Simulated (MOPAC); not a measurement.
Job for MOPAC: PM7 on WO+, 2S+1 = 4, a spin state set in the input, which need not be the lowest, a point of a bond scan (R = 1.558 Å). Charge +1.

```
PM7 1SCF PRECISE CHARGE=1 UHF MS=1.5 THREADS=1
OW

W      0.00000000 1     0.00000000 1     0.00000000 1
O      0.00000000 1     0.00000000 1     1.55799600 1
```

Output:

```
*******************************************************************************
 **                                                                           **
 **                              MOPAC v23.2.5                                **
 **                                                                           **
 *******************************************************************************
 ** MOPAC's Digital Object Identifier: https://doi.org/10.5281/zenodo.6511958 **
 **                                                                           **
 ** Please cite the open-source release paper for use of this MOPAC version:  **
 ** J. E. Moussa and J. J. P. Stewart (2026)                                  **
 ** MOPAC: An open-source semiempirical molecular orbital program             **
 ** J. Open Source Softw., 11(119), 8025, https://doi.org/10.21105/joss.08025 **
 *******************************************************************************

                              PM7 CALCULATION RESULTS

 *******************************************************************************
 *  PM7        - The PM7 Hamiltonian to be used
 *  UHF        - UNRESTRICTED HARTREE-FOCK CALCULATION
 *
 *
 *
 *                 CHARGE ON SYSTEM = +1
 *
 *
 *
 *  MS=        - IN MECI, MAGNETIC COMPONENT OF SPIN =  1.5
 *  PRECISE    - TIGHTER CRITERIA TO BE USED
 *  1SCF       - DO 1 SCF AND THEN STOP
 *  THREADS=1  - MULTI-THREADING NOT USED
 *  T=         - A TIME OF 172800.0 SECONDS REQUESTED
 *  DUMP=N     - RESTART FILE WRITTEN EVERY 7200.0 SECONDS REQUESTED
 *******************************************************************************
PM7 1SCF PRECISE CHARGE=1 UHF MS=1.5 THREADS=1
 OW

   ATOM   CHEMICAL          X               Y               Z
  NUMBER   SYMBOL      (ANGSTROMS)     (ANGSTROMS)     (ANGSTROMS)

     1       W          0.00000000  *   0.00000000  *   0.00000000  *
     2       O          0.00000000  *   0.00000000  *   1.55799600  *



          CARTESIAN COORDINATES

    NO.       ATOM           X           Y           Z

     1         W          0.0000      0.0000      0.0000
     2         O          0.0000      0.0000      1.5580

 General Reference for PM7:
 "Optimization of Parameters for Semiempirical Methods VI: More Modifications to the
 NDDO Approximations and Re-optimization of Parameters", J. J. P. Stewart, J. Mol. Mod., 1:32, 19 (2013)
 https://link.springer.com/article/10.1007/s00894-012-1667-x

           Empirical Formula: O W  =     2 atoms



      MOLECULAR POINT GROUP   :   C*v


          UHF CALCULATION, NO. OF ALPHA ELECTRONS =    7
                           NO. OF BETA  ELECTRONS =    4

 -------------------------------------------------------------------------------
 PM7 1SCF PRECISE CHARGE=1 UHF MS=1.5 THREADS=1
 OW



     1SCF WAS SPECIFIED, SO BFGS WAS NOT USED
     SCF FIELD WAS ACHIEVED


                              PM7 CALCULATION
                                                       MOPAC v23.2.5 Linux




          FINAL HEAT OF FORMATION =        307.33328 KCAL/MOL =    1285.88246 KJ/MOL


          COSMO AREA              =         86.35 SQUARE ANGSTROMS
          COSMO VOLUME            =         74.55 CUBIC ANGSTROMS

          IONIZATION POTENTIAL    =         16.438844 EV
          ALPHA SOMO LUMO (EV)    =        -16.439 -8.239
          BETA  SOMO LUMO (EV)    =        -22.039 -6.641
          NO. OF ALPHA ELECTRONS  =          7
          NO. OF BETA  ELECTRONS  =          4
          MOLECULAR WEIGHT        =        199.8494         POINT GROUP:  C*v

          MOLECULAR DIMENSIONS (Angstroms)

            Atom       Atom       Distance
            O     2    W     1     1.55800
            O     2    W     1     0.00000
            W     1    O     2     0.00000


          SCF CALCULATIONS        =          1





   ATOM   CHEMICAL          X               Y               Z
  NUMBER   SYMBOL      (ANGSTROMS)     (ANGSTROMS)     (ANGSTROMS)

     1       W          0.00000000  *   0.00000000  *   0.00000000  *
     2       O          0.00000000  *   0.00000000  *   1.55799600  *

                             CARTESIAN COORDINATES

   1    W        0.000000000     0.000000000     0.000000000
   2    O        0.000000000     0.000000000     1.557996000


           Empirical Formula: O W  =     2 atoms



      MOLECULAR POINT GROUP   :   C*v


          ALPHA EIGENVALUES
 -38.86921 -26.38264 -22.82150 -22.42417 -18.01780 -18.00746 -16.43884  -8.23948
  -8.13977  -4.13125  -4.03092  -3.22029   2.35379


           BETA EIGENVALUES
 -39.16812 -26.25496 -22.32834 -22.03890  -6.64051  -6.36539  -6.27425  -6.24865
  -5.48268  -1.63264  -1.41295  -1.04785   3.21063


              NET ATOMIC CHARGES AND DIPOLE CONTRIBUTIONS

  ATOM NO.   TYPE          CHARGE      No. of ELECS.   s-Pop       p-Pop       d-Pop
    1          W           1.221889        4.7781     0.58583     0.57401     3.61827
    2          O          -0.221889        6.2219     1.66972     4.55217
 DIPOLE           X         Y         Z       TOTAL
 POINT-CHG.     0.000     0.000    -2.260     2.260
 HYBRID         0.000     0.000    -0.891     0.891
 SUM            0.000     0.000    -3.151     3.151


          ATOMIC ORBITAL ELECTRON POPULATIONS

     Atom    s        px        py        pz      x^2-y^2     xz        z^2       yz        xy
    1  W   0.58583   0.34317   0.08146   0.14937   0.94152   1.01271   0.24250   0.42154   1.00000
    2  O   1.66972   1.64411   1.49700   1.41106


                    (SZ)    =    1.500000
                    (S**2)  =    3.777574


          ATOMIC ORBITAL SPIN POPULATIONS

    Atom   Total    s     px     py     pz   x^2-y^2  xz     z^2    yz     xy
         Atomic
    1  W  3.1487  0.065  0.272  0.019  0.030  0.941  0.685  0.054  0.082  1.000
    2  O -0.1487 -0.029  0.042 -0.101 -0.062

 **********************
 *                    *
 * JOB ENDED NORMALLY *
 *                    *
 **********************




 == MOPAC DONE ==
```

The run finished.

Cost: about 0.020 core-seconds (a rough figure).
